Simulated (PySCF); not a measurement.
**Working out the excitation energy of Si**

Si [Ne] 3s2 3p2 (3P) → Si [Ne] 3s1 3p3 (5S). All numbers are calculated (PySCF 2.14, no relativity, point nucleus, in aug-cc-pV(T+d)Z (6s5p4d2f, 55 functions)). Frozen: [Ne]. Energies in hartree (1 hartree = 27.21139 eV):

```tsv
part	Si (lower)	Si (upper)
UHF	-288.856691	-288.760349
CCSD correlation	-0.074873	-0.030189
(T)	-0.002585	-0.000556
```

Q: What does Hartree-Fock give?

A: (-288.760349) − (-288.856691) = 0.096342 hartree = 2.622 eV.

Q: What do CCSD and CCSD(T) give?

A: The CCSD correlation energies differ by 0.044684 hartree = 1.216 eV and the triples by 0.002029 hartree = 0.055 eV, so CCSD gives 3.838 eV and CCSD(T) 3.893 eV.
